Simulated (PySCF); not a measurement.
# Bonding in `C#Cc1c([S@@](C)=O)[c+]1C`

Compound: C₇H₇OS (charge +1).
Numbering: `[CH:1]#[C:2][c:3]1[c:4]([S@@:5]([CH3:6])=[O:7])[c+:8]1[CH3:9]` (hydrogens: H10 on C1; H11, H12, H13 on C6; H14, H15, H16 on C9)

Cartesian coordinates in Å at the GFN2-xTB level; atoms count from 1:
```
atom  x, y, z in Å
C1    -1.4962    3.0139   -1.3653
C2    -1.1678    1.9274   -0.9504
C3    -0.7936    0.7016   -0.4835
C4     0.2043   -0.2702   -0.3016
S5     1.7834   -1.0328   -0.7834
C6     2.7355    0.0522    0.3699
O7     1.7502   -2.3507   -0.2090
C8    -1.0929   -0.5068    0.1483
C9    -2.0445   -1.3713    0.7851
H10   -1.7875    3.9600   -1.7266
H11    2.4382   -0.1395    1.3954
H12    3.7795   -0.2217    0.2438
H13    2.5902    1.0909    0.0966
H14   -2.8189   -0.8067    1.3038
H15   -1.5477   -2.0723    1.4561
H16   -2.5399   -1.9652    0.0095
```

Bond orders from the PBE0/pcSseg-1 density (PySCF). Isolated species at its GFN2-xTB geometry (one conformer only). GFN2-xTB frequencies show an imaginary mode (46i cm⁻¹), so this geometry is no minimum at that level.

(1) How far do the computed orders between heavy atoms stray from the drawn ones?

(2) Set the Mayer orders of the bonds beside their lengths.

## Answers

(1) The largest departure is 0.918, at C1–C2 (drawn triple, 2.082), counting aromatic bonds as 1.5. Drawn single, order above 1.12: C8–C9 (1.212). Drawn single, order below 0.88: C4–S5 (0.750) and S5–C6 (0.873). Drawn double or triple, more than 0.30 short of the drawn order: C1–C2 (2.082) and S5–O7 (1.636). The bonds drawn aromatic range from 1.05 to 1.24. The SMILES, with its formal charges, is one Lewis structure only.

(2) 
```tsv
bond	drawn as	length (Å)	Mayer order
C1–C2	triple	1.208	2.082
C2–C3	single	1.364	0.894
C3–C4	aromatic	1.405	1.093
C4–S5	single	1.819	0.750
S5–C6	single	1.848	0.873
S5–O7	double	1.438	1.636
C4–C8	aromatic	1.393	1.243
C8–C9	single	1.435	1.212
C8–C3	aromatic	1.396	1.053
C1–H10	single	1.054	1.152
C6–H11	single	1.085	0.935
C6–H12	single	1.087	0.937
C6–H13	single	1.084	0.927
C9–H14	single	1.090	0.904
C9–H15	single	1.090	0.902
C9–H16	single	1.095	0.883
```

By pair of heavy elements: C–C: lowest C2–C3 (0.894, 1.364 Å), highest C1–C2 (2.082, 1.208 Å); in 7 of the 15 pairs the longer bond (by over 0.003 Å) has the higher order (by 0.02 or more). C–S: lowest C4–S5 (0.750, 1.819 Å), highest S5–C6 (0.873, 1.848 Å); in 1 of the 1 pairs the longer bond (by over 0.003 Å) has the higher order (by 0.02 or more).

**Question.** Sum the orders of all bonds at each heavy atom with more than one neighbour and set the sums beside the valence in the SMILES.

**Answer.** C1 3.234 (drawn 4), C2 2.976 (drawn 4), C3 3.040 (drawn 4), C4 3.086 (drawn 4), S5 3.259 (drawn 4), C6 3.672 (drawn 4), C8 3.508 (drawn 3), C9 3.901 (drawn 4). Orders between atoms that aren't bonded are not in these sums.

The Mayer order sums products of elements of PS (density times overlap matrix) between the two atoms' basis functions, so it depends on the basis set.

These values come from a run that also computed NMR shieldings. The run took 35 s on one thread of an Arm Neoverse V2, no GPU, shared host with 96 logical CPUs at a one-minute load of 50, and the process peaked at 0.89 GiB of memory.
